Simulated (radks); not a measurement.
Results of a calculation; reference values are marked as such.
Effect of the nuclear size on the ruthenium ion Ru+, [Kr] 4d7. Level of theory: Dirac Kohn-Sham, PBE, spin-unpolarised, spherical densities, finite nucleus; open shells fill j = l - 1/2 first; Fermi nuclear charge, rms radius 4.4809 fm (a radial shooting solver on a logarithmic mesh with Libxc functionals). The rms radius is varied about that value; shifts are against it.

rms radius (fm)	total energy shift (eV)	density at nucleus (e/bohr^3)	1s1/2 shift (meV)	2s1/2 shift (meV)	4s1/2 shift (meV)	5s1/2 (empty) shift (meV)
3.7236	-0.604	1.125e+05	-255	-27.8	-0.899	-0.092
4.3196	-0.137	1.105e+05	-57.8	-6.30	-0.204	-0.021
4.4809	0	1.101e+05	0.000	0.000	0.000	0.000
4.9111	0.387	1.089e+05	163	17.8	0.575	0.059
5.4801	0.946	1.075e+05	399	43.5	1.41	0.144

Slopes of the eigenvalues against <r^2> in GHz/fm^2, as finite differences over the two radii next to the reference (eigenvalue slopes, not the field-shift constants of lines): 1s1/2 9780, 2s1/2 1070, 4s1/2 34.5, 5s1/2 (empty) 3.53.
